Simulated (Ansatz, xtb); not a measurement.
Relative energy of two isomers of C3H10GeO

Structure X is `C[C](C)(O)[GeH3]`, a singlet and structure Y is `C[C@@H]([GeH3])CO`, a singlet. Both are isolated molecules in the gas phase, relaxed with PBE-D3(BJ)/def2-SVP; the shapes shown needn't be the lowest conformers.

X (Å):

```yaml
atoms:
  - { symbol: C, position_ang: [-1.1075, -0.0034, 1.8089] }
  - { symbol: C, position_ang: [-0.0707, -0.0075, 0.6891] }
  - { symbol: C, position_ang: [0.0932, -1.4013, 0.0777] }
  - { symbol: Ge, position_ang: [-0.5626, 1.3435, -0.7222] }
  - { symbol: O, position_ang: [1.1573, 0.4349, 1.2864] }
  - { symbol: H, position_ang: [-1.1913, 1.0013, 2.2680] }
  - { symbol: H, position_ang: [-2.1053, -0.3070, 1.4352] }
  - { symbol: H, position_ang: [-0.7979, -0.7146, 2.6048] }
  - { symbol: H, position_ang: [0.8560, -1.4058, -0.7300] }
  - { symbol: H, position_ang: [0.4216, -2.1182, 0.8611] }
  - { symbol: H, position_ang: [-0.8563, -1.7712, -0.3596] }
  - { symbol: H, position_ang: [1.8544, 0.3521, 0.6086] }
  - { symbol: H, position_ang: [-0.7961, 2.7246, -0.0559] }
  - { symbol: H, position_ang: [0.6510, 1.4592, -1.6920] }
  - { symbol: H, position_ang: [-1.8213, 0.9559, -1.5538] }
```

Y (Å):

```xyz
15

C    -1.7528    0.4651    0.0499
C    -0.6532   -0.3303    0.7656
C     0.1526    0.5248    1.7510
Ge    0.5849   -1.1724   -0.5515
O     1.0475    1.4242    1.1117
H    -2.4770    0.8960    0.7751
H    -2.3265   -0.1612   -0.6627
H    -1.3318    1.3078   -0.5406
H    -1.1206   -1.1660    1.3317
H     1.8759   -1.6688    0.1495
H    -0.1326   -2.3886   -1.2058
H     0.9516   -0.1749   -1.6817
H     0.7864   -0.1265    2.3878
H    -0.5479    1.0666    2.4377
H     0.5136    2.0122    0.5459
```

Question: Which of the two would you expect CCSD(T)/def2-SVP + ΔMP2/def2-TZVPP electronic energies to favour?

Answer: Not settled: CCSD(T)/def2-SVP + ΔMP2/def2-TZVPP gives E(Y) − E(X) = +1.14 kcal/mol, but this leans on the basis-set step: CCSD(T) alone gives +0.69 kcal/mol.

The same difference at several levels:

```tsv
level	geometry	E(Y) − E(X) (kcal/mol)	departure from the last row (kcal/mol)	job, with rough time for the two
GFN2-xTB	GFN2-xTB	+0.50	−0.63	optimisation, 0.33 s
HF/STO-3G	GFN2-xTB	−1.97	−3.11	single point, 1 s
r2SCAN-D4/def2-SVP	GFN2-xTB	+2.52	+1.38	single point, 6.6 s
PBE-D3(BJ)/def2-SVP	PBE-D3(BJ)/def2-SVP	+1.42	+0.28	optimisation, 43 s
HF/def2-SVP	PBE-D3(BJ)/def2-SVP	−0.93	−2.06	part of the CCSD(T) run
MP2/def2-SVP	PBE-D3(BJ)/def2-SVP	+0.78	−0.36	part of the CCSD(T) run
CCSD(T)/def2-SVP	PBE-D3(BJ)/def2-SVP	+0.69	−0.44	single point
CCSD(T)/def2-SVP + ΔMP2/def2-TZVPP	PBE-D3(BJ)/def2-SVP	+1.14		single point, 100 s
```

As drawn, both hold the same kinds of bond in the same numbers. Structure X has 2 methyl groups, Y 1.

HF/STO-3G, HF/def2-SVP put the two in the other order. The largest departure from CCSD(T)/def2-SVP + ΔMP2/def2-TZVPP is that of HF/STO-3G, 3.11 kcal/mol. The last row adds to CCSD(T) the change of the MP2 difference between the two basis sets, here +0.44 kcal/mol.

With thermal terms from frequencies at re-optimised GFN2-xTB minima (ideal gas, soft modes damped towards free rotors, one conformer each, 298.15 K, 1 atm): the zero-point term adds +1.26 kcal/mol; ΔH is +2.00 and ΔG +2.66 kcal/mol.

The correlated steps freeze 13 core orbitals; the filled d shell of Ge is correlated, in a basis made for valence electrons. Mirror images aren't counted in ΔG. Codes used: Ansatz 0.2.0, xtb 6.7.1; the last row on 2 threads of Intel(R) Xeon(R) Platinum 8259CL CPU @ 2.50GHz (Skylake/Cascade Lake) on a shared host.
